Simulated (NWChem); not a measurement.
Molecule: C2H5FOSi; SMILES O[SiH2]/C=C/F

```xyz
10

O     -0.7606    -2.2908     0.1015
Si     0.4900    -1.1936    -0.0282
C     -0.0806     0.5139    -0.5007
C      0.1302     1.5547     0.3047
F     -0.2503     2.8086     0.0024
H     -1.4656    -2.0643     0.7240
H      1.2419    -1.0372     1.2522
H      1.3698    -1.7744    -1.0682
H     -0.5905     0.7069    -1.4444
H      0.6242     1.5170     1.2730
```
Atoms are numbered in this order, from 1.

All runs: NWChem. Geometry: optimised at B3LYP/6-31G* (spherical d).

For level PBE/def2-TZVP:

```
Quantity                     Value
---------------------------  -----
highest occupied level (eV)  -6.79
orbital gap (eV)              5.17
```

Q: What are these values for level B3LYP/def2-TZVP?

A: 
* **highest occupied level (eV)**: -7.80
* **orbital gap (eV)**: 6.91
